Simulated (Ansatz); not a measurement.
System: AsH₄ (charge +1, singlet). 
Structure (B3LYP-D3(BJ)/def2-TZVP (Ansatz, an electronic-structure program) minimum search):
```xyz
5

As     0.0000     0.0000     0.0000
H     -0.8609    -1.1181    -0.4823
H     -0.5411     1.2960    -0.5016
H      1.3897    -0.1882    -0.5073
H      0.0123     0.0103     1.4912
```
Charge +1, spin multiplicity 1.

Basis-set convergence of Hartree-Fock and CCSD(T) correlation energies (hartree) with Ansatz. Valence correlation only, unless marked. No spin-orbit coupling. Frozen are the shells of the preceding noble gas and the d and f shells that filled before the atom's block. Non-relativistic.

```csv
basis,functions,E(HF),"E(corr, CCSD(T))",rough core time
def2-SVP,52,-2235.95631,-0.15271,under 20 s
def2-TZVPP,104,-2236.23786,-0.18262,under 20 s
def2-QZVPP,209,-2236.28398,-0.19138,30 s
```

Extrapolating the two largest sets (X = 3 and 4) as X^-3: E(corr) = (64·(-0.19138) - 27·(-0.18262))/37 = -0.1978 Eh, an estimate of the basis-set limit. The largest set recovers 96.8 % of it, the smallest 77.2 %.
